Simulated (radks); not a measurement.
Values are calculated unless marked as measured or tabulated.
The selenium ion Se2+ inside a hard spherical wall (all orbitals vanish at R), configuration held at [Ar] 3d10 4s2 4p2 and not refilled when levels cross. Code: a radial shooting solver on a logarithmic mesh with Libxc functionals. Model: non-relativistic Kohn-Sham, PBEsol, spin-polarised, spherical densities, point nucleus; open shells are filled with parallel spins first. Eigenvalues in eV for spin up, with the zero of energy where the potential of the charges vanishes at infinity; a dash marks a level that is unbound or too diffuse for the functional's potential to be trusted. A positive occupied level is held by the wall or, in an anion where self-interaction has pushed it up, behind a barrier. The pressure on the wall is -dE/dV.

R (bohr)  E (hartree)  kinetic (hartree)    e(3p)    e(3d)    e(4s)    e(4p)  e(4d, empty)  e(5s, empty)  pressure (GPa)
free      -2398.43790           2396.872  -173.82  -77.107  -37.838  -26.355       -11.423       -11.393               0
15        -2398.43790           2396.872  -173.82  -77.107  -37.838  -26.355       -11.423       -11.393        < 0.0001
12        -2398.43790           2396.872  -173.82  -77.107  -37.838  -26.355       -11.423       -11.392        < 0.0001
10        -2398.43790           2396.872  -173.82  -77.107  -37.838  -26.355       -11.421       -11.378        < 0.0001
8         -2398.43790           2396.872  -173.82  -77.107  -37.838  -26.355       -11.389       -11.217        0.000669
7         -2398.43782           2396.873  -173.81  -77.102  -37.834  -26.351       -11.299       -10.831         0.00947
6         -2398.43704           2396.883  -173.78  -77.065  -37.809  -26.319       -10.995        -9.685           0.130
5         -2398.42960           2396.955  -173.54  -76.829  -37.641  -26.099       -10.002        -6.335            1.72
4         -2398.36509           2397.416  -172.28  -75.594  -36.682  -24.790        -6.646         3.899            22.7
